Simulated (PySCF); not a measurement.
Two species compared at the same levels of theory.

First species: 2,3-dihydrothiophene 1,1-dioxide, C4H6O2S.
Cartesian coordinates in Å at the PBE0-D3(BJ)/def2-SVP level; atoms count from 1:
```xyz
13
C4H6O2S angstrom
O      1.1864   -1.2248    1.6286
S      1.1762   -0.7305    0.2559
O      2.1754   -1.1952   -0.6971
C      1.0949    1.0433    0.2845
C     -0.1497    1.4727    0.0867
C     -1.2047    0.4200   -0.1371
C     -0.4934   -0.8938   -0.4383
H      1.9937    1.6194    0.5083
H     -0.4242    2.5308    0.1191
H     -1.8805    0.7060   -0.9577
H     -1.8290    0.3403    0.7694
H     -0.9439   -1.7844    0.0182
H     -0.3471   -1.0543   -1.5149
```

Second species: C₂H₈O₃Si₂.
InChI=1S/C2H8O3Si2/c1-2(3)4-7-5-6/h7H2,1,6H3

Levels: CAM-B3LYP/def2-SVPD for HOMO energy, LUMO energy, HOMO–LUMO gap and static isotropic polarisability; TDDFT CAM-B3LYP/def2-SVPD for lowest singlet excitation; TDA CAM-B3LYP/def2-SVPD for lowest triplet excitation (Tamm–Dancoff); ΔSCF CAM-B3LYP/def2-SVPD for vertical ionisation energy. Geometries: PBE0-D3(BJ)/def2-SVP. Each species is one conformer at its optimised geometry, gas phase, non-relativistic unless stated; the electronic structure was computed with PySCF and density fitting.

The conformers computed, where there is a choice (atom-mapped SMILES and torsion angles):
- `[CH3:1][C:2](=[O:3])[O:4][SiH2:5][O:6][SiH3:7]`: C1–C2–O4–Si5 180°, C2–O4–Si5–O6 180°

The conformers of `O=S1(=O)C=CCC1` aren't listed.

(1) Which has the higher HOMO energy?

(2) Which has the higher static isotropic polarisability?

(3) Which has the higher vertical ionisation energy?

(4) Which of the two has the higher LUMO energy, and by how much?

(5) Which has the higher HOMO–LUMO gap?

(6) Which has the higher T1 energy?

(7) Which has the higher S1 energy?

## Answers

(1) The first: -9.54 eV against -9.75 eV, a difference of 0.21 eV.

(2) The second: 84.8 au against 69.7 au, a difference of 15.1 au.

(3) The second: 10.58 eV against 10.39 eV, a difference of 0.19 eV.

(4) The second: 0.77 eV against 0.07 eV, a difference of 0.70 eV.

(5) The second: 10.52 eV against 9.61 eV, a difference of 0.91 eV.

(6) The second: 5.37 eV against 4.26 eV, a difference of 1.11 eV.

(7) The first: 6.30 eV against 5.87 eV, a difference of 0.43 eV.

On the first: The ΔSCF ionisation energy exceeds −ε(HOMO) by 0.85 eV with CAM-B3LYP. The 10 singlets span 6.30 to 8.42 eV, and their oscillator strengths add up to 0.28.

On the second: The principal polarisabilities are 71.9, 82.3 and 100.4 au; their mean is the isotropic value. No computed singlet falls in the visible range (750 to 380 nm, 1.65 to 3.26 eV); S1 lies 2.61 eV above its blue end.
